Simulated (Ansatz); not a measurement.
```yaml
crystal:
  periodic: [false, false, false]
  atoms:
    - {symbol: Mo, position_ang: [-0.487775, 1.409022, -1.268987]}
    - {symbol: Mo, position_ang: [-1.346361, 0.754913, 1.242801]}
    - {symbol: Mo, position_ang: [1.381816, -1.156314, 0.132620]}
    - {symbol: O, position_ang: [1.339269, -2.923917, -0.967716]}
    - {symbol: O, position_ang: [-2.960166, 0.171483, 1.127215]}
    - {symbol: O, position_ang: [2.901142, -0.647525, 0.676294]}
    - {symbol: O, position_ang: [-0.013500, -0.637779, 1.331214]}
    - {symbol: O, position_ang: [1.039107, -3.205670, 0.318895]}
    - {symbol: O, position_ang: [-1.777298, 1.250063, -2.395116]}
    - {symbol: O, position_ang: [-1.078533, 2.075374, 2.311630]}
    - {symbol: O, position_ang: [0.239573, 2.962778, -1.192697]}
    - {symbol: O, position_ang: [0.762725, -0.052427, -1.316142]}
basis:
  gaussian: {orbitals: def2-TZVPD, initial_orbitals: start.molden}
total_charge: -1
magnetization: {spin_polarized: true, initial_magnetization: 3}
hamiltonian: {xc: pbe0, dispersion: d4}
scf: {omitted_lower_state_checks: [starts]}
output: {orbitals: {seedname: orbitals}}
```

The file start.molden holds the orbitals of an earlier run on this structure, at another level or in another basis.

```sh
$ ansatz run in.yaml --threads 4 --pin off --events-out ev --progress --plain --max-ram 6963MiB
```

Does this run fit into the memory that it is given?

No. It has 480 basis functions, and Ansatz plans for 8 GiB where 7 GiB are given.
